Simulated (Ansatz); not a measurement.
Reaction (germylene formation by 1,1-elimination): `F[SiH](Cl)[NH][GeH2][Cl]` → `[Cl][GeH]` + `N[SiH](F)Cl`

Isolated molecules relaxed with PBE0-D4/def2-TZVP in Ansatz; ΔE leaves out vibrations. CBS: MP2 limit from def2 TZ/QZ plus the TZ coupled-cluster correction, frozen cores. DFT in def2-TZVPP. B3LYP here is the variant with VWN-RPA as its local correlation; programs differ in this. For Ge outer-core shells are correlated without core-valence functions, which leaves a few kJ/mol of doubt a bond. Scalar relativity is left out up to krypton. Each species was taken in one conformer, which may not be the lowest.

`F[SiH](Cl)[NH][GeH2][Cl]`:

Z-matrix (Å, degrees):
```
Si
Cl 1 2.038
N 1 1.695 2 108.8
F 1 1.591 2 106.1 3 120.9
H 1 1.472 2 111.2 3 -123.5
Ge 3 1.831 1 129.6 2 22.3
H 3 1.010 1 116.1 2 -152.3
Cl 6 2.155 3 109.4 1 -89.7
H 6 1.531 3 108.1 1 154.8
H 6 1.526 3 109.6 1 28.0
```

`[Cl][GeH]`:

```xyz
3

Cl   -1.316    0.243    0.844
Ge   -0.013   -0.196   -0.852
H     1.329   -0.047    0.007
```

`N[SiH](F)Cl`:

```xyz
7

N     0.755   -0.166   -0.744
Si   -0.518    0.090    0.331
F    -0.578    1.558    0.948
Cl   -0.265   -1.169    1.914
H     1.688   -0.375   -0.431
H     0.732    0.191   -1.685
H    -1.813   -0.128   -0.334
```

| level | ΔE (kcal/mol) | difference from CCSD(T)/CBS |
| --- | --- | --- |
| PBE0-D4 | 32.6 | 0.0 |
| PBE | 25.5 | -7.1 |
| r2SCAN | 32.8 | 0.2 |
| B3LYP | 22.6 | -10.0 |
| MP2/def2-TZVPP | 38.9 | 6.3 |
| SCS-MP2/def2-TZVPP | 35.9 | 3.3 |
| CCSD(T)/def2-TZVPP | 35.3 | 2.7 |
| HF/def2-QZVPP | 28.2 | -4.4 |
| HF/CBS(def2) | 28.2 | -4.4 |
| MP2/CBS(def2) | 36.3 | 3.7 |
| CCSD(T)/CBS | 32.6 | 0 |

Largest T1 diagnostic among the species: 0.013.

From PBE to PBE0 (25 % exact exchange), in def2-TZVPP and without D4, ΔE moves by +4.3 kcal/mol. The D4 term adds +5.0 kcal/mol with B3LYP and +2.8 kcal/mol with PBE0; it sums over pairs of atoms, weighted by their polarisabilities, and B3LYP, whose exchange is more repulsive, gets the larger term.
